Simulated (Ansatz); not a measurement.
B(I)(Me)2 (C2H6BI), SMILES CB(C)I.

Geometry optimised at B3LYP-D3(BJ)/def2-SVP. The def2 effective core potentials stand for the cores of I; spin–orbit coupling is left out.

Two levels are set side by side: PBE/def2-SVPD (Ansatz, an electronic-structure program) and PBE0/def2-SVPD (Ansatz). Energy differences of separate SCF runs at the same geometry; the states with an electron removed or added have multiplicity 2 and 2. Differences are taken from unrounded values.

```
quantity                           PBE0
---------------------------------  ----
vertical ionisation energy (eV)    9.40
vertical singlet–triplet gap (eV)  4.59
```

**Question.** What does PBE give, and how far is it from PBE0? (Estimate from the structure and the level; the computed values follow.)

**Answer.** 
| quantity | PBE | PBE minus PBE0 |
|---|---|---|
| vertical ionisation energy (eV) | 9.24 | -0.17 |
| vertical singlet–triplet gap (eV) | 4.36 | -0.24 |
